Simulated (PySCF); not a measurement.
CH2Cl, SMILES [CH2]Cl, multiplicity 2.

Geometry: B3LYP-D3(BJ)/def2-TZVP. The isomer is the one that the SMILES or the coordinates give; other isomers of the formula were not compared.

Calculation: TDA-B3LYP/def2-TZVPD (PySCF).

Vertical excitations. Isolated molecule, no solvent.

| state | energy (eV) | λ (nm) | f | main pairs |
|---|---|---|---|---|
| root 1 | 4.61 | 269 | 0.004 | α HOMO→LUMO 93 % |
| root 2 | 4.77 | 260 | 0.000 | β HOMO→LUMO 99 % |
| root 3 | 5.32 | 233 | 0.001 | α HOMO→LUMO+1 92 % |
| root 4 | 6.04 | 205 | 0.078 | α HOMO→LUMO+3 13 %, β HOMO−1→LUMO 83 % |
| root 5 | 6.08 | 204 | 0.000 | α HOMO→LUMO+2 98 % |
| root 6 | 6.49 | 191 | 0.002 | α HOMO→LUMO+3 87 %, β HOMO−1→LUMO 12 % |
| root 7 | 6.88 | 180 | 0.013 | α HOMO→LUMO+4 62 %, α HOMO→LUMO+5 22 % |
| root 8 | 7.07 | 175 | 0.000 | α HOMO−1→LUMO 56 %, β HOMO→LUMO+1 23 %, β HOMO→LUMO+2 6 % |
| root 9 | 7.24 | 171 | 0.004 | α HOMO→LUMO+5 73 %, α HOMO→LUMO+4 26 % |
| root 10 | 7.46 | 166 | 0.016 | α HOMO→LUMO+6 79 %, β HOMO−2→LUMO 12 % |
Unrestricted roots are not spin-pure.
